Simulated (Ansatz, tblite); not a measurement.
Forces on the cluster Cu₃O₂ at its B3LYP-D4/def2-SVP geometry. Total charge 0; doublet.

The xTB rows come from tblite. At PBE-D4/def2-TZVP the charge 0 doublet is spin-contaminated (final ⟨S²⟩ up to 0.93, 0.75 for a pure state). Another isomer (doublet) lies 0.25 eV lower at PBE0-D4/def2-TZVP; other spin states weren't run for this one.

GFN1-xTB (tblite), largest force 0.92 eV/Å:

```xyz
5
positions Å, forces eV/Å
Cu   -0.072    1.288   -1.108   -0.305   -0.731    0.469
Cu    1.264    0.673    0.918   -0.544   -0.664   -0.334
Cu   -0.647   -1.063    0.104    0.414    0.681   -0.067
O     0.896   -1.062    1.049    0.256    0.349    0.125
O    -1.442    0.164   -0.963    0.178    0.365   -0.193
```

GFN2-xTB (tblite), largest force 1.29 eV/Å:

```
Cu -0.729 -0.562 0.252
Cu -0.179 -0.932 -0.109
Cu -0.014 -0.024 0.002
O -0.303 1.193 -0.389
O 1.226 0.326 0.244
```

PBE-D4/def2-TZVP (Ansatz), largest force 0.13 eV/Å:

```
Cu -0.026 -0.110 0.054
Cu -0.090 -0.079 -0.036
Cu 0.067 0.111 -0.011
O 0.014 0.043 -0.014
O 0.035 0.034 0.008
```
